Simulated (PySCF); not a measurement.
C3H9BS.
Atom-mapped SMILES: `[CH3:1][CH2:2][BH:3][S:4][CH3:5]` (hydrogens: H6, H7, H8 on C1; H9, H10 on C2; H11 on B3; H12, H13, H14 on C5)

The calculation used PBE0-D3(BJ)/def2-SVP geometry optimisation, gas phase in PySCF.

(1) What internal coordinates does the optimisation give?

Results:

(1) 
```json
{"bond": "C1–C2", "length (Å)": "1.530"}
{"bond": "C2–B3", "length (Å)": "1.570"}
{"bond": "B3–S4", "length (Å)": "1.773"}
{"bond": "S4–C5", "length (Å)": "1.817"}
{"bond": "C1–H6, C1–H7, C1–H8", "length (Å)": "1.101"}
{"bond": "C2–H9, C2–H10", "length (Å)": "1.105"}
{"bond": "B3–H11", "length (Å)": "1.212"}
{"bond": "C5–H12, C5–H13, C5–H14", "length (Å)": "1.098"}
```

Bonds in one row agree within 0.01 Å and their mean is given. A selection of angles:
```json
{"angle": "C2–C1–H6", "degrees": "111.8"}
{"angle": "H6–C1–H7", "degrees": "107.6"}
{"angle": "C1–C2–B3", "degrees": "113.3"}
{"angle": "C1–C2–H9", "degrees": "108.9"}
{"angle": "C1–C2–H10", "degrees": "110.6"}
{"angle": "B3–C2–H9", "degrees": "105.7"}
{"angle": "B3–C2–H10", "degrees": "112.1"}
{"angle": "H9–C2–H10", "degrees": "105.8"}
{"angle": "C2–B3–S4", "degrees": "119.8"}
{"angle": "C2–B3–H11", "degrees": "121.6"}
{"angle": "S4–B3–H11", "degrees": "118.6"}
{"angle": "B3–S4–C5", "degrees": "104.8"}
{"angle": "S4–C5–H12", "degrees": "110.6"}
{"angle": "S4–C5–H14", "degrees": "107.7"}
{"angle": "H12–C5–H13", "degrees": "109.7"}
```

Torsions: C1–C2–B3–S4 129° (anticlinal); C2–B3–S4–C5 178° (antiperiplanar). The mirror-image conformer, all signs reversed, is as good.

B3 (three-coordinate boron) is planar (angles 121.6°, 119.8° and 118.6°, sum 360.0°, 0.00 Å off the plane of its three neighbours). S4 (sulfur bonded to B and C) is bent (angle 104.8°).

Point group: C1 (no symmetry element, even within 0.4 Å). PBE0-D3(BJ)/def2-SVP frequencies: not computed here. One conformer, not necessarily the lowest.
